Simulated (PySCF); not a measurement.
Bond curve of BaNa

Set-up: PySCF, spin-free X2C with a Gaussian nucleus, basis sets Ba x2c-TZVPall, Na x2c-TZVPall. Energies in eV from Ba + Na in their ground configurations at the same level. All curves are PBE0. state 1: ²Σ⁺ (doublet), unpaired electrons σ ↑; state 2: ²Π (doublet), unpaired electrons π ↑, a second solution, started from another occupation; state 3: ²Δ (doublet), unpaired electrons δ ↑, a second solution, started from another occupation; state 4: ⁴Π (quartet), unpaired electrons σ ↑↑, π ↑, a second solution, started from another occupation.

| R (Å) | state 1 | state 2 | state 3 | state 4 |
| --- | --- | --- | --- | --- |
| 3.386 | -0.2189 | 0.1287 | 0.3244 | 0.7014 |
| 3.543 | -0.3046 | 0.1193 | 0.2682 | 0.6448 |
| 3.701 | -0.3524 | 0.1352 | 0.2456 | 0.6141 |
| 3.819 | -0.3691 | 0.1585 | 0.2456 | 0.6037 |
| 3.937 | -0.3734 | 0.1887 | 0.2566 | 0.6011 |
| 4.055 | -0.3680 | 0.2235 | 0.2762 | 0.6044 |
| 4.213 | -0.3502 | 0.2746 | 0.3115 | 0.6150 |
| 4.409 | -0.3171 | 0.3414 | 0.3643 | 0.6340 |
| 4.646 | -0.2703 | 0.4201 | 0.4322 | 0.6599 |
| 4.961 | -0.2074 | 0.5148 | 0.5187 | 0.6932 |

Question: Put a parabola through the three lowest points of the state 1 curve and estimate Re, k and ωe (reduced mass 19.7 u; 1 eV/Å² = 0.16022 mdyn/Å; ωe = 1302.8·√(k/μ) cm⁻¹).

Answer: Through R = 3.819, 3.937, 4.055 Å the second-order coefficient is 0.348 eV/Å², so Re ≈ 3.930 Å, k ≈ 0.112 mdyn/Å and ωe ≈ 98 cm⁻¹. A polynomial fit of higher order to the unrounded PBE0 energies gives Re = 3.925 Å, k = 0.113 mdyn/Å, ωe = 98.5 cm⁻¹; anharmonicity and rounding make the difference.

The higher-order fit for each curve: state 1: Re = 3.925 Å, ωe = 98.5 cm⁻¹, De = 0.373 eV; state 2: Re = 3.513 Å, ωe = 123 cm⁻¹, minimum 0.119 eV above the ground-state fragments; state 3: Re = 3.759 Å, ωe = 112 cm⁻¹, minimum 0.244 eV above the ground-state fragments; state 4: Re = 3.923 Å, ωe = 77.3 cm⁻¹, minimum 0.60 eV above the ground-state fragments.

The bond is weak. Basis-set superposition, not corrected here, can be much of De in a small basis, most of all at correlated wavefunction levels. Functionals without a dispersion term scatter widely for such bonds, and LDA overbinds them. ⟨S²⟩ of the unrestricted solution departs from its pure value on part of the curve, where spin states mix. Spin–orbit coupling is left out. The state was picked by a PBE0 search and need not be the measured ground state.
